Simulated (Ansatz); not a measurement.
Mulliken charges of CH₆OSeSn, SMILES `C[O][SnH2][SeH]` from PBE/def2-TZVPP in Ansatz (PBE0-D4/def2-TZVP geometry).

```csv
atom,x (Å),y (Å),z (Å),charge (e)
C1,-1.071,1.237,-0.116,-0.134
O2,-1.259,-0.122,0.186,-0.468
Sn3,0.300,-1.276,0.484,0.762
Se4,1.821,-1.124,-1.528,-0.295
H5,-0.583,1.785,0.703,0.083
H6,-0.476,1.383,-1.027,0.091
H7,-2.054,1.689,-0.280,0.099
H8,-0.372,-2.829,0.600,-0.098
H9,1.133,-0.696,1.856,-0.113
H10,2.645,-0.099,-0.875,0.073
```

Question: By hand: the dipole of these point charges (1 e Å = 4.8032 D).

Answer: Σ q r = (0.231, 0.040, 0.353) e Å, of length 0.424 e Å = 2.04 D.

Question: How does the dipole of the full density compare? (An estimate is asked.)

Answer: Ansatz gave: (0.185, 0.071, 0.195) e Å, 1.34 D; the point charges give 1.52 times that, at 14° from its direction.

Point charges leave out the atoms' own dipoles, such as those of lone pairs, and Mulliken's split depends on the basis, so the two needn't agree.
